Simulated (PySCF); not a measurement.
Fractional electron number in Ti (titanium, neutral)

The 4s beta orbital of [Ar] 3d2 4s2 is emptied in steps (occupation f), with all orbitals relaxed, ending at [Ar] 3d2 4s1. Calculation: PySCF 2.14, in def2-SVP (5s3p2d1f, 31 functions); the non-relativistic Hamiltonian (point nucleus). The exact energy is a straight line in f; departures are measured from the line between the end points of the same method.

Q: Among UHF, LDA, PBE, which shows the largest delocalisation error (convex curve), and which is closest to linear?

A: Most convex: LDA (-0.647 eV at f = 0.4); closest to linear: UHF (0.031 eV).

| f | UHF (eV) | LDA (eV) | PBE (eV) |
| --- | --- | --- | --- |
| 1 | 0.000 | 0.000 | 0.000 |
| 0.8 | 0.024 | -0.430 | -0.414 |
| 0.6 | 0.033 | -0.647 | -0.623 |
| 0.4 | 0.031 | -0.647 | -0.623 |
| 0.2 | 0.019 | -0.431 | -0.411 |
| 0 | 0.000 | 0.000 | 0.000 |

```csv
method,E(f=0) − E(f=1) (eV),−ε at f=1 (eV),−ε at f=0.4 (eV)
UHF,5.529,5.692,5.492
LDA,6.889,4.214,7.429
PBE,6.656,4.082,7.182
```

Reference removal energy between the ground levels: 6.828 eV (measured; NIST Atomic Spectra Database, ionization energies). The calculation has no spin-orbit coupling. UHF lacks correlation.
